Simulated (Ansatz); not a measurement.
C2H6AlFO can be A, `CC(F)[O][AlH2]`, or B, `C[O][AlH][CH2]F`.

Computed with Ansatz on PBE0-D4/def2-TZVP structures; ΔE is electronic, products minus reactants. CCSD(T)/CBS adds triple-zeta CCSD(T) − MP2 to the extrapolated MP2 energy (def2 sets, frozen cores). DFT in def2-TZVPP. B3LYP here is the variant with VWN-RPA as its local correlation; programs differ in this. One conformer a species, not always the lowest.

(1) Which isomer does CCSD(T)/CBS put lower? Give the gap. (Best estimate.)

(2) Give E(B) − E(A) in kcal/mol with MP2/def2-TZVPP, B3LYP-D4, PBE-D4, ωB97M-V, HF/def2-TZVPP, B3LYP, CCSD/def2-TZVPP. (Best estimate.)

Largest T1 diagnostic: 0.012.

## Answers

(1) The calculation gave: A, by 14.4 kcal/mol.

(2) Computed: MP2/def2-TZVPP 15.2, B3LYP-D4 12.9, PBE-D4 13.1, ωB97M-V 14.5, HF/def2-TZVPP 16.1, B3LYP 12.5, CCSD/def2-TZVPP 14.9. None reverses the order clearly.

From PBE to PBE0 (25 % exact exchange), in def2-TZVPP and without D4, E(B) − E(A) moves by +1.2 kcal/mol. In def2-TZVPP, CCSD(T) changes the Hartree–Fock value by −1.1 kcal/mol (the triples alone add +0.1 kcal/mol) and MP2 by −0.9 kcal/mol.
